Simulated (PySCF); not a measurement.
Si(F)2(Br)(OH) (BrF2HOSi), SMILES O[Si](F)(F)Br. Atoms are numbered in the order given.

```xyz
6

O      1.5381    -1.3390     0.0000
Si    -0.0009    -0.8007     0.0000
F     -0.8081    -1.3461     1.2796
F     -0.8081    -1.3461    -1.2796
Br     0.0159     1.3841     0.0000
H      1.6954    -2.2919     0.0000
```
Charge 0, spin multiplicity 1.

Geometry: B3LYP-D3(BJ)/def2-SVP. The structure was generated by enumeration, and PubChem lists no compound with its InChIKey, so it may never have been made. Other conformers were not sampled.

All values below come from PySCF with PBE0/pcSseg-1.

GIAO shieldings, no solvent; atoms alike by connectivity are averaged. δ = σ(ref) − σ: ¹⁷O against H2O (σ = 334.2 ppm); ²⁹Si against TMS (σ = 352.7 ppm); ¹⁹F against CFCl3 (σ = 167.2 ppm); ¹H against TMS (σ = 31.56 ppm), references at their B3LYP-D3(BJ)/def2-TZVP geometries, non-relativistic (without spin–orbit terms, shifts of atoms bonded to Cl or Br come out too high).

**Question.** Estimate the chemical shifts. (The exact figures need the calculation; the answer reports its results.)

**Answer.** 
```
nucleus   atoms  count  δ (ppm)
-------  ------  -----  -------
¹⁷O          O1      1     64.6
²⁹Si        Si2      1    -46.7
¹⁹F      F3, F4      2   -124.8
¹H           H6      1     3.12
```
